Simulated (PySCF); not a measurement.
Compound: 2-vinylthiophene, C₆H₆S.
SMILES: `C=Cc1cccs1`

Torsions of this conformer, `[CH2:1]=[CH:2][c:3]1[cH:4][cH:5][cH:6][s:7]1`: C1–C2–C3–C4 0°.

The closed-shell ground state was solved at several levels (PySCF, density fitting, gas phase, non-relativistic). Geometry: PBE0-D3(BJ)/def2-SVP, one conformer, isolated molecule.

```
              level  basis functions  HOMO (eV)  LUMO (eV)  gap (eV)  dipole (D)
      PBE0/pcSseg-1              156      -6.32      -1.24      5.08        0.53
CAM-B3LYP/def2-SVPD              195      -7.49      -0.23      7.26        0.56
```

Problem. Estimate the row for KT2/pcSseg-2, a basis of 343 functions; the other rows only guide the guess.

Solution. HOMO -5.36 eV, LUMO -2.06 eV, gap 3.30 eV, dipole 0.57 D.

Problem. Over all these levels, which gives the widest orbital gap and which the narrowest?

Solution. CAM-B3LYP/def2-SVPD (range-separated hybrid) has the widest, 7.26 eV, and KT2/pcSseg-2 (GGA) the narrowest, 3.30 eV. Functional and basis both differ between the two, so the spread mixes both effects.

Problem. How far do the dipole and the HOMO energy spread over the levels?

Solution. The dipole runs from 0.53 to 0.57 D (mean 0.55 D) and the HOMO from -7.49 to -5.36 eV.
